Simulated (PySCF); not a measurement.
C7H7O, SMILES c1c([O])ccc(C)c1, doublet (GFN2-xTB optimised geometry):

```
15

C     -1.445    -2.054    -0.012
C     -0.698    -0.766     0.002
C      0.708    -0.767     0.001
C      1.419     0.395     0.000
C      0.759     1.688     0.000
O      1.390     2.752     0.000
C     -0.691     1.647     0.000
C     -1.372     0.465     0.001
H     -1.023    -2.752     0.710
H     -1.363    -2.518    -0.996
H     -2.499    -1.903     0.208
H      1.224    -1.718     0.001
H      2.499     0.395     0.000
H     -1.209     2.594     0.000
H     -2.453     0.465     0.001
```

Calculation: unrestricted PBE0/def2-TZVP (PySCF 2.14.0).

Problem. What are the frontier orbital energies (α orbitals alone; a β orbital can be the lowest empty one) and the dipole moment?

Solution. HOMO-2 -8.12 eV, HOMO-1 -7.43 eV, HOMO -6.49 eV, LUMO -0.73 eV, LUMO+1 -0.13 eV; dipole moment 4.56 D.

On the same geometry unrestricted PBE/def2-TZVP run with PySCF gives HOMO-2 -7.03 eV, HOMO-1 -5.64 eV, HOMO -5.37 eV, LUMO -1.64 eV, LUMO+1 -1.07 eV; dipole moment 4.57 D.

Meta-Löwdin charges at PBE0/def2-TZVP: C1 -0.36, C2 0.07, C3 -0.13, C4 -0.13, C5 0.29, O6 -0.41, C7 -0.13, C8 -0.13, H9 0.13, H10 0.14, H11 0.13, H12 0.12, H13 0.14, H14 0.14, H15 0.12.
